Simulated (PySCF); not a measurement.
Harmonic spectrum computed at PBE0 in the def2-TZVPD basis family (core potentials from Rb on, PySCF, no spin–orbit coupling):

```
symmetry  ω (cm⁻¹)  IR (km/mol)
      a1       340         35.6
      a1       950         23.2
      b2      1228          215
```

Question: Which molecule gave it? In each, all ligands are bound to the one heavy central atom.
A. SiO₂⁻ (doublet)
B. AlO₂⁻ (singlet)
C. AsO₂⁻ (singlet)
D. GaO₂⁻ (singlet)

Answer: A. It has C2v symmetry with Si–O 1.551 Å (×2).
